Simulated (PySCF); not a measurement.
**Ionisation energy of Ce¹⁶⁺ by level of theory**

Ce¹⁶⁺ [Kr] 4d6 (5D) → Ce¹⁷⁺ [Kr] 4d5 (6S), as a difference of total energies. Computed with PySCF 2.14 in an uncontracted even-tempered set (20 s from 0.77 bohr⁻², ratio 2.5; 15 p from 1 bohr⁻², ratio 2.5; 10 d from 1 bohr⁻², ratio 2.5; 4 f from 5.4 bohr⁻², ratio 2.7; 4 g from 8.1 bohr⁻², ratio 2.7), with the spin-free X2C one-electron Hamiltonian (Gaussian nucleus). The calculations carry no spin-orbit coupling.

```tsv
method	ionisation energy (eV)
UHF	433.90
TPSSh	436.23
MN15	437.45
```

Breit and QED terms and the two-electron picture change are absent.

The reference lies between the lowest fine-structure levels, while these numbers refer to the centres of the terms.

For comparison: 435 ± 3 eV (theoretical estimate listed by NIST; NIST Atomic Spectra Database, ionization energies).
